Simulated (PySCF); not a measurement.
SMILES CCC(C)=O, singlet, PBE0/def2-SVP optimised geometry.

```
13

C     -1.39    -0.38    -1.16
C     -0.78     0.38     0.00
C      0.73     0.38     0.00
C      1.41     1.04     1.18
O      1.37    -0.13    -0.89
H     -2.49    -0.34    -1.13
H     -1.09    -1.44    -1.14
H     -1.05     0.03    -2.12
H     -1.11     1.44     0.00
H     -1.12    -0.01     0.97
H      1.22     0.46     2.09
H      1.00     2.05     1.36
H      2.49     1.10     1.00
```

Density from PySCF with PBE0/def2-TZVP at that geometry.

Minimum of the electron density along straight lines between bonded atoms, close to the bond critical point (lines longer than 1.1 times the sum of covalent radii, or with two minima, are not listed):

| bond | length / Å | ρ at the minimum / e bohr⁻³ | ∇²ρ there / e bohr⁻⁵ | position (fraction from the first atom) |
|---|---|---|---|---|
| C1–C2 | 1.515 | 0.250 | -0.63 | 0.49 |
| C2–C3 | 1.516 | 0.259 | -0.67 | 0.49 |
| C3–C4 | 1.511 | 0.260 | -0.68 | 0.51 |
| C3–O5 | 1.208 | 0.423 | -0.01 | 0.33 |
| C1–H6 | 1.100 | 0.272 | -0.91 | 0.64 |
| C1–H7 | 1.100 | 0.273 | -0.92 | 0.64 |
| C1–H8 | 1.099 | 0.273 | -0.92 | 0.64 |
| C2–H9 | 1.106 | 0.268 | -0.88 | 0.64 |
| C2–H10 | 1.105 | 0.268 | -0.89 | 0.64 |
| C4–H11 | 1.102 | 0.268 | -0.89 | 0.64 |
| C4–H12 | 1.101 | 0.269 | -0.90 | 0.64 |
| C4–H13 | 1.097 | 0.275 | -0.94 | 0.65 |
